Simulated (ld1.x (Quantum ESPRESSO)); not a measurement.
# Dy: ultrasoft pseudisation with LDA (PZ), fully relativistic reference atom.

The input file (ld1.x (Quantum ESPRESSO) 7.5):

```
&input
   title='Dy', zed=66., rel=2, dft='PZ', iswitch=3,
   config='[Xe] 4f9 5d0 6s0 6p0', rel_dist='average',
   nld=7, rlderiv=3.10, eminld=-8.0, emaxld=5.0, deld=0.04
 /
 &inputp
   pseudotype=3, tm=.true., lloc=-1, rcloc=2.75,
   nlcc=.true., rcore=0.70,
   which_augfun='PSQ', rmatch_augfun_nc=.true.,
   file_pseudopw='Dy.UPF', file_wfcaegen='ae.wfc', file_wfcncgen='nc.wfc', file_beta='beta', file_chi='chi', file_wfcusgen='us.wfc'
 /
8
5S  1  0   2.00   0.00  1.60  1.90  0.0
6S  2  0   0.00   0.00  1.60  1.90  0.0
5P  2  1   6.00   0.00  2.25  2.85  0.0
6P  3  1   0.00   0.00  2.25  2.85  0.0
5D  3  2   0.00   0.00  1.60  1.90  0.0
5D  3  2   0.00  -1.25  1.60  1.90  0.0
4F  4  3   9.00   0.00  0.80  0.85  0.0
4F  4  3   0.00  -1.95  0.80  0.85  0.0
 &test
   configts(1)='4f9 5s2 5p6 5d0 6s0 6p0'
 /
```

Command:

```bash
ld1.x < Dy.in > Dy.out
```

The program printed (shortened: banner, matrices, multipoles, cross overlaps and the repeated all-electron block are left out):

```
Program LD1 v.7.5
     --------------------------- All-electron run ----------------------------

     Dy
     dirac relativistic calculation

     atomic number is 66.00
     dft =PZ   lsd =0 sic =0 latt =0  beta=0.20 tr2=1.0E-14
     Exchange-correlation= PZ
                           (   1   1   0   0   0   0   0)
     mesh =1265 r(mesh) = 100.51885 a.u. xmin = -7.00 dx = 0.01250
     1 Ry =  13.60569312 eV, c = 137.03599908

     n l j   nl                  e(Ry)          e(Ha)          e(eV)
     Spin orbit split results
     1 0 0.5 1S 1( 2.00)     -3938.4752     -1969.2376    -53585.6844
     2 0 0.5 2S 1( 2.00)      -657.5923      -328.7962     -8946.9993
     2 1 0.5 2P 1( 2.00)      -625.7171      -312.8586     -8513.3153
     2 1 1.5 2P 1( 4.00)      -566.9710      -283.4855     -7714.0330
     3 0 0.5 3S 1( 2.00)      -148.2472       -74.1236     -2017.0059
     3 1 0.5 3P 1( 2.00)      -134.3202       -67.1601     -1827.5191
     3 1 1.5 3P 1( 4.00)      -122.1264       -61.0632     -1661.6149
     4 0 0.5 4S 1( 2.00)       -31.2231       -15.6115      -424.8117
     4 1 0.5 4P 1( 2.00)       -25.7295       -12.8647      -350.0674
     4 1 1.5 4P 1( 4.00)       -22.9817       -11.4909      -312.6820
     3 2 1.5 3D 1( 4.00)       -98.1144       -49.0572     -1334.9151
     3 2 2.5 3D 1( 6.00)       -95.4497       -47.7249     -1298.6596
     5 0 0.5 5S 1( 2.00)        -5.7662        -2.8831       -78.4529
     5 1 0.5 5P 1( 2.00)        -4.2291        -2.1145       -57.5395
     5 1 1.5 5P 1( 4.00)        -3.8448        -1.9224       -52.3113
     4 2 1.5 4D 1( 4.00)       -13.9175        -6.9587      -189.3569
     4 2 2.5 4D 1( 6.00)       -13.4183        -6.7092      -182.5654
     4 3 2.5 4F 1( 3.86)        -2.6102        -1.3051       -35.5130
     4 3 3.5 4F 1( 5.14)        -2.5403        -1.2702       -34.5626
     5 2 1.5 5D 1( 0.00)        -1.8629        -0.9314       -25.3458
     5 2 2.5 5D 1( 0.00)        -1.8266        -0.9133       -24.8524
     6 0 0.5 6S 1( 0.00)        -1.6965        -0.8482       -23.0819
     6 1 0.5 6P 1( 0.00)        -1.3190        -0.6595       -17.9459
     6 1 1.5 6P 1( 0.00)        -1.2494        -0.6247       -16.9995
     Averaged results
     1 0     1S 1( 2.00)     -3938.4752     -1969.2376    -53585.6844
     2 0     2S 1( 2.00)      -657.5923      -328.7962     -8946.9993
     2 1     2P 1( 6.00)      -586.5530      -293.2765     -7980.4605
     3 0     3S 1( 2.00)      -148.2472       -74.1236     -2017.0059
     3 1     3P 1( 6.00)      -126.1910       -63.0955     -1716.9163
     4 0     4S 1( 2.00)       -31.2231       -15.6115      -424.8117
     4 1     4P 1( 6.00)       -23.8976       -11.9488      -325.1438
     3 2     3D 1(10.00)       -96.5156       -48.2578     -1313.1618
     5 0     5S 1( 2.00)        -5.7662        -2.8831       -78.4529
     5 1     5P 1( 6.00)        -3.9729        -1.9865       -54.0541
     4 2     4D 1(10.00)       -13.6180        -6.8090      -185.2820
     4 3     4F 1( 9.00)        -2.5702        -1.2851       -34.9699
     5 2     5D 1( 0.00)        -1.8411        -0.9206       -25.0497
     6 0     6S 1( 0.00)        -1.6965        -0.8482       -23.0819
     6 1     6P 1( 0.00)        -1.2726        -0.6363       -17.3150

     final scf error:  6.6E-15 reached in  31 iterations

     Etot =  -24317.378142 Ry,  -12158.689071 Ha, -330854.784555 eV

     Ekin =   26673.346249 Ry,   13336.673124 Ha,  362909.363624 eV
     Encl =  -59833.605447 Ry,  -29916.802723 Ha, -814077.674150 eV
     Eh   =    9353.729489 Ry,    4676.864744 Ha,  127263.972976 eV
     Exc  =    -510.848433 Ry,    -255.424216 Ha,   -6950.447005 eV

     normalization and overlap integrals

     s(1S/1S) =  1.000000  <r> =   0.0211  <r2> =    0.0006  r(max) =   0.0134
     s(2S/2S) =  1.000000  <r> =   0.0893  <r2> =    0.0095  r(max) =   0.0760
     s(2P/2P) =  1.000000  <r> =   0.0744  <r2> =    0.0069  r(max) =   0.0577
     s(2P/2P) =  1.000000  <r> =   0.0815  <r2> =    0.0081  r(max) =   0.0638
     s(3S/3S) =  1.000000  <r> =   0.2344  <r2> =    0.0629  r(max) =   0.2172
     s(3P/3P) =  1.000000  <r> =   0.2240  <r2> =    0.0584  r(max) =   0.2040
     s(3P/3P) =  1.000000  <r> =   0.2373  <r2> =    0.0653  r(max) =   0.2145
     s(4S/4S) =  1.000000  <r> =   0.5296  <r2> =    0.3170  r(max) =   0.4955
     s(4P/4P) =  1.000000  <r> =   0.5398  <r2> =    0.3320  r(max) =   0.4955
     s(4P/4P) =  1.000000  <r> =   0.5705  <r2> =    0.3705  r(max) =   0.5275
     s(3D/3D) =  1.000000  <r> =   0.2097  <r2> =    0.0518  r(max) =   0.1712
     s(3D/3D) =  1.000000  <r> =   0.2139  <r2> =    0.0537  r(max) =   0.1734
     s(5S/5S) =  1.000000  <r> =   1.2742  <r2> =    1.8244  r(max) =   1.1449
     s(5P/5P) =  1.000000  <r> =   1.4162  <r2> =    2.2687  r(max) =   1.2496
     s(5P/5P) =  1.000000  <r> =   1.5072  <r2> =    2.5681  r(max) =   1.3302
     s(4D/4D) =  1.000000  <r> =   0.6018  <r2> =    0.4206  r(max) =   0.5275
     s(4D/4D) =  1.000000  <r> =   0.6127  <r2> =    0.4358  r(max) =   0.5408
     s(4F/4F) =  1.000000  <r> =   0.7990  <r2> =    0.8270  r(max) =   0.5341
     s(4F/4F) =  1.000000  <r> =   0.8108  <r2> =    0.8533  r(max) =   0.5341
     s(5D/5D) =  1.000000  <r> =   2.0827  <r2> =    4.9822  r(max) =   1.7295
     s(5D/5D) =  1.000000  <r> =   2.1202  <r2> =    5.1598  r(max) =   1.7733
     s(6S/6S) =  1.000000  <r> =   2.9967  <r2> =   10.0062  r(max) =   2.7811
     s(6P/6P) =  1.000000  <r> =   3.4531  <r2> =   13.3321  r(max) =   3.1910
     s(6P/6P) =  1.000000  <r> =   3.6204  <r2> =   14.6551  r(max) =   3.3546

     ------------------------ End of All-electron run ------------------------

     --------------------- Generating US pseudopotential ---------------------

      Generating local potential from pseudized AE potential:
      Matching radius rcloc =   2.7500

      Local pseudo, rcloc= 2.747 Estimated cut-off energy=     3.03 Ry

      Computing core charge for nlcc:

       r > 0.70 : true rho core
       r < 0.70 : rho core = a sin(br)/r    a=  65.15  b=   3.64

      Integrated core pseudo-charge :  17.86

     Fully relativistic calculation: |psi|^2

     Wfc 5S LC norm =  0.99970268 SC norm =  0.00029730 missing  0.00000001

     Wfc 6S LC norm =  0.99993532 SC norm =  0.00006204 missing  0.00000263

     Wfc 5P LC norm =  0.99976030 SC norm =  0.00023967 missing  0.00000003

     Wfc 5P LC norm =  0.99978718 SC norm =  0.00021269 missing  0.00000013

     Wfc 6P LC norm =  0.99994867 SC norm =  0.00005091 missing  0.00000042

     Wfc 6P LC norm =  0.99995217 SC norm =  0.00004307 missing  0.00000476

     Wfc 5D LC norm =  0.99989144 SC norm =  0.00010845 missing  0.00000010

     Wfc 5D LC norm =  0.99989523 SC norm =  0.00010284 missing  0.00000193

     Wfc 4F LC norm =  0.99939203 SC norm =  0.00060797 missing  0.00000000

     Wfc 4F LC norm =  0.99940433 SC norm =  0.00059563 missing  0.00000003
      Wfc-us  5S rcutus= 1.888  Estimated cut-off energy=    15.17 Ry
      Wfc-us  6S rcutus= 1.888  Estimated cut-off energy=    30.22 Ry
      Wfc-us  5P rcutus= 2.816  Estimated cut-off energy=    11.33 Ry
      Wfc-us  5P rcutus= 2.816  Estimated cut-off energy=    11.20 Ry
      Wfc-us  6P rcutus= 2.816  Estimated cut-off energy=     9.00 Ry
      Wfc-us  6P rcutus= 2.816  Estimated cut-off energy=     8.77 Ry
      Wfc-us  5D rcutus= 1.888  Estimated cut-off energy=    31.46 Ry
      Wfc-us  5D rcutus= 1.888  Estimated cut-off energy=    31.38 Ry
      Wfc-us  5D rcutus= 1.888  Estimated cut-off energy=    32.76 Ry
      Wfc-us  5D rcutus= 1.888  Estimated cut-off energy=    32.54 Ry
      Wfc-us  4F rcutus= 0.848  Estimated cut-off energy=   217.08 Ry
      Wfc-us  4F rcutus= 0.848  Estimated cut-off energy=   216.92 Ry
      Wfc-us  4F rcutus= 0.848  Estimated cut-off energy=   220.06 Ry
      Wfc-us  4F rcutus= 0.848  Estimated cut-off energy=   219.51 Ry

     Q pseudized with Bessel functions
     Expected ecutrho=     948.5587 due to l1=  3   l2=  3

     ------------------- End of pseudopotential generation -------------------

     Computing logarithmic derivative in   3.09292
     Computing logarithmic derivative in   3.09292
     Computing the partial wave expansion
     R is outside the sphere for l=    0 j= 0.50
     R is outside the sphere for l=    0 j= 0.50
     R is outside the sphere for l=    1 j= 0.50
     R is outside the sphere for l=    1 j= 0.50
     R is outside the sphere for l=    1 j= 1.50
     R is outside the sphere for l=    1 j= 1.50
     R is outside the sphere for l=    2 j= 1.50
     R is outside the sphere for l=    2 j= 1.50
     R is outside the sphere for l=    2 j= 2.50
     R is outside the sphere for l=    2 j= 2.50
     R is outside the sphere for l=    3 j= 2.50
     R is outside the sphere for l=    3 j= 2.50
     R is outside the sphere for l=    3 j= 3.50
     R is outside the sphere for l=    3 j= 3.50

     ---------------------- Testing the pseudopotential ----------------------

     Dy
     dirac relativistic calculation

     atomic number is 66.00   valence charge is 20.00
     dft =PZ   lsd =0 sic =0 latt =0  beta=0.20 tr2=1.0E-14
     mesh =1265 r(mesh) = 100.51885 xmin = -7.00 dx = 0.01250

     n l  j  nl             e AE (Ry)       e PS (Ry)    De AE-PS (Ry)
     4 3 2.5 4F   1( 3.86)       -2.61015       -2.61015        0.00000
     4 3 3.5 4F   1( 5.14)       -2.54031       -2.54031        0.00000
     1 0 0.5 5S   1( 2.00)       -5.76618       -5.76618       -0.00000
     2 1 0.5 5P   1( 2.00)       -4.22908       -4.22908       -0.00000
     2 1 1.5 5P   1( 4.00)       -3.84481       -3.84481       -0.00000
     3 2 1.5 5D   1( 0.00)       -1.86288       -1.86288        0.00000
     3 2 2.5 5D   1( 0.00)       -1.82662       -1.82662        0.00000
     2 0 0.5 6S   1( 0.00)       -1.69649       -1.69649        0.00000
     3 1 0.5 6P   1( 0.00)       -1.31900       -1.31900       -0.00000
     3 1 1.5 6P   1( 0.00)       -1.24944       -1.24944        0.00000

     eps = 1.4E-16  iter =  4

     Etot =  -24317.378142 Ry,  -12158.689071 Ha, -330854.784555 eV
     Etotps =  -356.475714 Ry,    -178.237857 Ha,   -4850.099164 eV

     Ekin =     201.743208 Ry,     100.871604 Ha,    2744.856172 eV
     Encl =    -557.773436 Ry,    -278.886718 Ha,   -7588.894203 eV
     Ehrt =     249.800350 Ry,     124.900175 Ha,    3398.706905 eV
     Ecxc =     -96.372041 Ry,     -48.186021 Ha,   -1311.208416 eV
     (Ecc =     -52.857090 Ry,     -26.428545 Ha,    -719.157348 eV)
     Epseu=    -153.873794 Ry,     -76.936897 Ha,   -2093.559623 eV

     ---------------------- End of pseudopotential test ----------------------
```

Generation and configuration tests took about 5 s on one core of a shared server CPU.

Transferability test of the new file with ld1.x, input:

```
&input
   title='Dy', zed=66., rel=2, dft='PZ', iswitch=2,
   config='[Xe] 4f9 5d0 6s0 6p0', rel_dist='average'
 /
 &test
   file_pseudo='Dy.UPF', nconf=8,
   configts(1)='4f9 5s2 5p6 5d0 6s0 6p0',
   configts(2)='4f10 5s2 5p6 5d0 6s2 6p0',
   configts(3)='4f10 5s2 5p6 5d0 6s1 6p0',
   configts(4)='4f10 5s2 5p6 5d0 6s0 6p0',
   configts(5)='4f10 5s2 5p6 5d1 6s1 6p0',
   configts(6)='4f9 5s2 5p6 5d1 6s2 6p0',
   configts(7)='4f9 5s2 5p6 5d0 6s2 6p0',
   configts(8)='4f10 5s2 5p5 5d0 6s2 6p0'
 /
```

```bash
ld1.x < Dy.test.in > Dy.test.out
```

Pseudopotential blocks of its output, shortened (energy terms left out; the distinct warnings before each block abridged to one line each):

```
     ---------------------- Testing the pseudopotential ----------------------

     n l  j  nl             e AE (Ry)       e PS (Ry)    De AE-PS (Ry)
     4 3 2.5 4F   1( 3.86)       -2.61015       -2.61015       -0.00000
     4 3 3.5 4F   1( 5.14)       -2.54031       -2.54031        0.00000
     1 0 0.5 5S   1( 2.00)       -5.76618       -5.76618       -0.00000
     2 1 0.5 5P   1( 2.00)       -4.22908       -4.22908       -0.00000
     2 1 1.5 5P   1( 4.00)       -3.84481       -3.84481       -0.00000
     3 2 1.5 5D   1( 0.00)       -1.86288       -1.86288        0.00000
     3 2 2.5 5D   1( 0.00)       -1.82662       -1.82662        0.00000
     2 0 0.5 6S   1( 0.00)       -1.69649       -1.69649        0.00000
     3 1 0.5 6P   1( 0.00)       -1.31900       -1.31900       -0.00000
     3 1 1.5 6P   1( 0.00)       -1.24944       -1.24944        0.00000

     eps = 3.1E-16  iter =  4

     Etot =  -24317.378143 Ry,  -12158.689071 Ha, -330854.784564 eV
     Etotps =  -356.475714 Ry,    -178.237857 Ha,   -4850.099165 eV

     ---------------------- End of pseudopotential test ----------------------

          Warning: n=4, l=3 expected 0 nodes, found 1
     ---------------------- Testing the pseudopotential ----------------------

     n l  j  nl             e AE (Ry)       e PS (Ry)    De AE-PS (Ry)
     4 3 2.5 4F   1( 4.29)       -0.28010       -0.29263        0.01253  !
     4 3 3.5 4F   1( 5.71)       -0.21542       -0.22554        0.01012  !
     1 0 0.5 5S   1( 2.00)       -3.59961       -3.60245        0.00284
     2 1 0.5 5P   1( 2.00)       -2.11900       -2.10040       -0.01860  !
     2 1 1.5 5P   1( 4.00)       -1.77115       -1.75833       -0.01282  !
     3 2 1.5 5D   1( 0.00)       -0.10744       -0.10205       -0.00539  !
     3 2 2.5 5D   1( 0.00)       -0.09311       -0.08780       -0.00531  !
     2 0 0.5 6S   1( 2.00)       -0.28678       -0.28937        0.00259
     3 1 0.5 6P   1( 0.00)       -0.10134       -0.09331       -0.00803  !
     3 1 1.5 6P   1( 0.00)       -0.08412       -0.07775       -0.00637  !

     eps = 1.2E-15  iter = 12

     Etot =  -24320.629448 Ry,  -12160.314724 Ha, -330899.020834 eV
     Etotps =  -359.749008 Ry,    -179.874504 Ha,   -4894.634602 eV
     dEtot_ae =      -3.251306 Ry
     dEtot_ps =      -3.273294 Ry,   Delta E=       0.021988 Ry

     ---------------------- End of pseudopotential test ----------------------

          ---------------------- Testing the pseudopotential ----------------------

     n l  j  nl             e AE (Ry)       e PS (Ry)    De AE-PS (Ry)
     4 3 2.5 4F   1( 4.29)       -0.75828       -0.76866        0.01039  !
     4 3 3.5 4F   1( 5.71)       -0.69349       -0.70106        0.00757  !
     1 0 0.5 5S   1( 2.00)       -4.08284       -4.09561        0.01277  !
     2 1 0.5 5P   1( 2.00)       -2.60128       -2.58924       -0.01204  !
     2 1 1.5 5P   1( 4.00)       -2.25232       -2.24651       -0.00581  !
     3 2 1.5 5D   1( 0.00)       -0.53612       -0.53461       -0.00151
     3 2 2.5 5D   1( 0.00)       -0.51655       -0.51479       -0.00176
     2 0 0.5 6S   1( 1.00)       -0.67008       -0.67965        0.00956  !
     3 1 0.5 6P   1( 0.00)       -0.43119       -0.42044       -0.01076  !
     3 1 1.5 6P   1( 0.00)       -0.40049       -0.39155       -0.00893  !

     eps = 3.3E-15  iter = 13

     Etot =  -24320.155062 Ry,  -12160.077531 Ha, -330892.566472 eV
     Etotps =  -359.269033 Ry,    -179.634517 Ha,   -4888.104215 eV
     dEtot_ae =      -2.776919 Ry
     dEtot_ps =      -2.793320 Ry,   Delta E=       0.016401 Ry

     ---------------------- End of pseudopotential test ----------------------

          Warning: n=1, l=0 expected 0 nodes, found 1
     Warning: n=2, l=1 expected 0 nodes, found 1
     ---------------------- Testing the pseudopotential ----------------------

     n l  j  nl             e AE (Ry)       e PS (Ry)    De AE-PS (Ry)
     4 3 2.5 4F   1( 4.29)       -1.31256       -1.31597        0.00341
     4 3 3.5 4F   1( 5.71)       -1.24759       -1.24727       -0.00031
     1 0 0.5 5S   1( 2.00)       -4.64409       -4.67968        0.03559  !
     2 1 0.5 5P   1( 2.00)       -3.15981       -3.16295        0.00314
     2 1 1.5 5P   1( 4.00)       -2.80826       -2.81857        0.01031  !
     3 2 1.5 5D   1( 0.00)       -1.02440       -1.03482        0.01042  !
     3 2 2.5 5D   1( 0.00)       -0.99941       -1.00916        0.00975  !
     2 0 0.5 6S   1( 0.00)       -1.06729       -1.09826        0.03097  !
     3 1 0.5 6P   1( 0.00)       -0.76777       -0.75942       -0.00835  !
     3 1 1.5 6P   1( 0.00)       -0.72109       -0.71463       -0.00646  !

     eps = 6.0E-16  iter = 11

     Etot =  -24319.282054 Ry,  -12159.641027 Ha, -330880.688594 eV
     Etotps =  -358.378388 Ry,    -179.189194 Ha,   -4875.986371 eV
     dEtot_ae =      -1.903911 Ry
     dEtot_ps =      -1.902675 Ry,   Delta E=      -0.001237 Ry

     ---------------------- End of pseudopotential test ----------------------

          ---------------------- Testing the pseudopotential ----------------------

     n l  j  nl             e AE (Ry)       e PS (Ry)    De AE-PS (Ry)
     4 3 2.5 4F   1( 4.29)       -0.22502       -0.23335        0.00833  !
     4 3 3.5 4F   1( 5.71)       -0.16041       -0.16589        0.00548  !
     1 0 0.5 5S   1( 2.00)       -3.53852       -3.55246        0.01394  !
     2 1 0.5 5P   1( 2.00)       -2.06062       -2.05110       -0.00952  !
     2 1 1.5 5P   1( 4.00)       -1.71482       -1.71076       -0.00406
     3 2 1.5 5D   1( 0.40)       -0.08213       -0.08023       -0.00190
     3 2 2.5 5D   1( 0.60)       -0.07009       -0.06805       -0.00204
     2 0 0.5 6S   1( 1.00)       -0.27270       -0.27822        0.00553  !
     3 1 0.5 6P   1( 0.00)       -0.09862       -0.09258       -0.00604  !
     3 1 1.5 6P   1( 0.00)       -0.08372       -0.07920       -0.00452

     eps = 7.8E-15  iter = 15

     Etot =  -24320.435790 Ry,  -12160.217895 Ha, -330896.385973 eV
     Etotps =  -359.547697 Ry,    -179.773849 Ha,   -4891.895634 eV
     dEtot_ae =      -3.057647 Ry
     dEtot_ps =      -3.071984 Ry,   Delta E=       0.014337 Ry

     ---------------------- End of pseudopotential test ----------------------
```

The test run then stopped with an error in chargeps: “negative rho”.
